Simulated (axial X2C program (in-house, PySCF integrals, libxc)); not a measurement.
**Nuclear properties of ReN⁺**

Computed with an axial X2C code built on PySCF integrals: two-component X2C with atomic mean-field Coulomb and Gaunt terms, Gaussian nuclei, basis Re dyall-cv3z, N dyall-av3z with contracted cores.

R = 1.617 Å (near the PBE0 minimum at charge 1 of the determinant lowest at the starting distance; the state shown can have its own minimum elsewhere).

Determinant lowest in the PBE0 search, Ω = 3/2 (⟨Sz⟩ = 1.49, ⟨Lz⟩ = 0.01 at PBE0), spin on the atoms Re 1.75, N -0.26:

```csv
level,Eeff magnitude (GV/cm),Ws magnitude Re (kHz),A∥/gI Re (MHz),qzz Re (a.u.),A∥/gI N (MHz),qzz N (a.u.)
PBE0,13.1,8.23,6230,-1.93,24.4,-0.92
HF,24.5,15.5,5240,-1.90,0.344,-1.09
TPSSh,12.1,7.57,6220,-2.20,26,-0.90
BHandHLYP,10.1,5.99,6200,-1.68,20.3,-1.04
r2SCAN,17.6,11.6,6460,-2.16,22.2,-0.89
```

Determinant 1.00 eV from it at PBE0 and this distance, Ω = 1/2 (⟨Sz⟩ = 0.50, ⟨Lz⟩ = 0.00 at PBE0), spin on the atoms Re 0.54, N -0.04:

```csv
level,Eeff magnitude (GV/cm),Ws magnitude Re (kHz),A∥/gI Re (MHz),qzz Re (a.u.),A∥/gI N (MHz),qzz N (a.u.)
PBE0,5.29,10.2,22300,-1.59,70,-0.86
HF,12.2,21.7,20200,-1.15,23,-1.10
TPSSh,5.29,10.2,22400,-1.93,74,-0.84
BHandHLYP,2.11,3.32,22200,-1.17,61.3,-0.98
r2SCAN,8.63,17.3,23000,-2.11,82.5,-0.81
```

Eeff is the effective electric field on the electron electric dipole moment in this Ω state and Ws the scalar–pseudoscalar constant of the nucleus named (defined with the proton number Z and per Ω); A∥ (defined per Ω) follows by multiplying with gI = μI/(I μN); qzz is the electric field gradient, eQq0 = 234.96 MHz × Q/barn × qzz. The operators were transformed with the bare-nucleus X2C matrices; with these basis sets, hyperfine constants and field gradients can be off by tens of per cent, and where levels differ in sign neither size nor sign is settled.

Problem. With gI(187Re) = 1.2879, Q(187Re) = 2.07 barn, Q(14N) = 0.02044 barn (g factors from the IAEA table of nuclear moments by Stone; Q from Pyykkö, Mol. Phys. 2018), turn the PBE0 values of the first state into constants in MHz.

Solution. A∥(187Re) = 6230 × 1.2879 = 8020 MHz; eQq0(187Re) = 234.96 × (2.07) × (-1.93) = -939 MHz; eQq0(14N) = 234.96 × (0.02044) × (-0.92) = -4.42 MHz.

Each state is one determinant with collinear spin, which with several unpaired electrons need not be a pure state. Unrestricted Hartree–Fock can overshoot spin polarisation at the nuclei. This is the top spin component of a Σ state; components of lower Ω are not single determinants and can lie lower. With several open shells hyperfine constants can be off by a factor of several. Where Eeff spreads by more than a factor of two the levels disagree and none is to be relied on. The search compared states at one distance, so a state with another bond length can lie lower. Further determinants of the search, some of them spin-mixed, are not shown. Where a field gradient or hyperfine factor spreads by more than a factor of two over the levels, a constant derived from it is not to be relied on. PBE0 term energies can be off by some tenths of an eV.
